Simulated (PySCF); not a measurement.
SiHCl, SMILES [SiH]Cl (connectivity only; charge and spin as stated), neutral, multiplicity 1.

Coordinates come from a PBE-D3(BJ)/def2-TZVP optimisation. The isomer is the one that the SMILES or the coordinates give; other isomers of the formula were not compared.

Two levels are set side by side: PBE/def2-TZVPD (PySCF) and HF/def2-TZVPD (PySCF). Same geometry, gas phase. Differences are taken from unrounded values.

| quantity | HF |
|---|---|
| orbital gap (eV) | 9.68 |
| highest occupied level (eV) | -9.56 |
| lowest empty level (eV) | 0.12 |
| dipole moment (D) | 1.32 |
| mean polarisability (bohr³) | 45.3 |

### Question
What does PBE give, and how far is it from HF? (Estimate from the structure and the level; the computed values follow.)

### Answer

| quantity | PBE | PBE minus HF |
|---|---|---|
| orbital gap (eV) | 2.09 | -7.58 |
| highest occupied level (eV) | -5.98 | 3.58 |
| lowest empty level (eV) | -3.88 | -4.00 |
| dipole moment (D) | 0.94 | -0.39 |
| mean polarisability (bohr³) | 48.5 | 3.2 |

PBE's occupied levels lie high since its potential decays too fast outside the molecule; exact exchange lowers them and widens the gap. PBE's more diffuse valence density responds more strongly to a field. Differences between two approximate levels are no errors against the true value.

Rough cost on one machine, each run with all the roots and properties that it gave: HF against PBE about 1/4.
